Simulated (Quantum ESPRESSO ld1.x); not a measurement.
These are the eigenvalues of the occupied orbitals of an atom or ion with whole-number occupations (eV). All-electron calculation, scalar-relativistic Kohn-Sham, LDA (Slater exchange, Perdew-Zunger correlation), spin-polarised, spherical densities, point nucleus. Program: ld1.x of Quantum ESPRESSO 7.5.

orbital  eigenvalue
1s up      -8859.10
1s down    -8859.09
2s up      -1086.49
2s down    -1085.87
2p up      -942.434
2p down    -941.960
3s up      -140.309
3s down    -139.216
3p up      -98.0733
3p down    -97.0094
3d up      -30.4416
3d down    -29.4729

Which element is it, and in what charge state? The configuration may be excited. Open shells, if any, are filled with parallel spins first.

Answer. Z = 29, copper, charge +2: Cu2+ in [Ar] 3d9. The list shows which subshells hold electrons but not how many an open one holds; the 1s level, -325.57 hartree, gives Z - s = 25.5 by -(Z - s)^2/2, which with screening and relativity narrows Z to a few neighbours, and the depths of the outer levels then fix element, charge and occupations together.
